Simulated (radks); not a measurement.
Spherical quantum dot in the effective-mass picture: electrons in a hard-walled sphere of radius 8.16, with a point charge +2 (a donor) at the centre, all in effective atomic units (hartree* = m*/eps^2 hartree, bohr* = eps/m* bohr), one dielectric constant everywhere. Method: non-relativistic Kohn-Sham, exchange-only LDA, spin-polarised, spherical densities; computed with a radial shooting solver with Libxc functionals. Levels are named by radial order and angular momentum (1s, 1p, 1d, 2s, ...), and open shells are averaged over m.

N = 34, configuration 1s2 1p6 1d10 2s2 1f14. This is the lowest configuration that the search found. Occupied and some empty levels:

level  occupation  eigenvalue (hartree*)  <r> (bohr*)
1s              2                 4.6033        1.005
2s              2                 4.7430        6.240
1p              6                 4.7693        6.297
1d             10                 4.8231        6.364
1f             14                 4.9009        6.431
1g              0                 5.0018        6.497
2p              0                 5.2354        4.110
2d              0                 5.3846        4.681

Energy (hartree*): total 78.9379, kinetic 15.408, external -16.807, Hartree 87.653, exchange-correlation -7.3169. Static polarisability (adiabatic kernel): 374.8 bohr*^3.

Electron density:

r (bohr*)  n(r) (e/bohr*^3)
0.250                 1.304
0.858                0.1532
1.47                0.02346
2.07               0.004361
2.68               0.001329
3.29               0.001424
3.90               0.002986
4.50               0.006481
5.11                0.01279
5.72                0.02166
6.33                0.02889
6.94                0.02560
7.54               0.009877
8.15             0.00001091
